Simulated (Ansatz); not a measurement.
Ideal-gas functions of FH4InOSSi (`[OH][InH][S][SiH2]F`) at 400 K and 1 bar, from an Ansatz frequency run at PBE0-D4/def2-TZVP.

Molar mass 214.0 g/mol, point group C1 (symmetry number 1), electronic degeneracy 1, moments of inertia 166.094, 432.204, 494.363 u Å². Harmonic wavenumbers (cm⁻¹, unscaled): 21, 72, 98, 117, 240, 333, 342, 434, 445, 561, 614, 618, 686, 783, 823, 883, 979, 1911, 2252, 2258, 3884.

Use S(trans) = R[1.5 ln M + 2.5 ln T − 1.1517]; rotational temperatures θ = 24.2544 K / I; S(rot) = R[ln(√π/σ · √(T³/θAθBθC)) + 1.5]; for each mode x = 1.438777 ν̃/T, S = R[x/(eˣ − 1) − ln(1 − e⁻ˣ)] and H = RT x/(eˣ − 1); 1 cm⁻¹ = 0.0119627 kJ/mol; R = 8.31446 J/(mol·K).

Q: By hand: the entropy, in J/(mol·K).

A: Translation 181.9. Rotation: θ = 0.146, 0.0561, 0.0491 K, giving 124.5. Vibration, mode by mode: 29.79, 19.57, 17.03, 15.57, 9.79, 7.29, 7.10, 5.41, 5.24, 3.76, 3.23, 3.20, 2.64, 2.00, 1.79, 1.51, 1.14, 0.07, 0.02, 0.02, 0.00, in all 136.2. Electronic 0.0. Sum 442.6 J/(mol·K).

Q: By hand: H − E and G − E in kJ/mol, counted from the electronic energy.

A: Zero-point energy ½ × 18354 × 0.0119627 = 109.8; thermal vibration 25.4; translation, rotation and pV give 4 RT = 13.3. H − E = 148.5 kJ/mol, and G − E = 148.5 − 400 × 442.6/1000 = -28.5 kJ/mol.

Vibration gives 31 % of the entropy, 82.0 J/(mol·K) of it from the modes under 150 cm⁻¹: soft modes count most, and the harmonic formula is weakest for them. The sum counts one conformer and one mirror image; others add a mixing term.
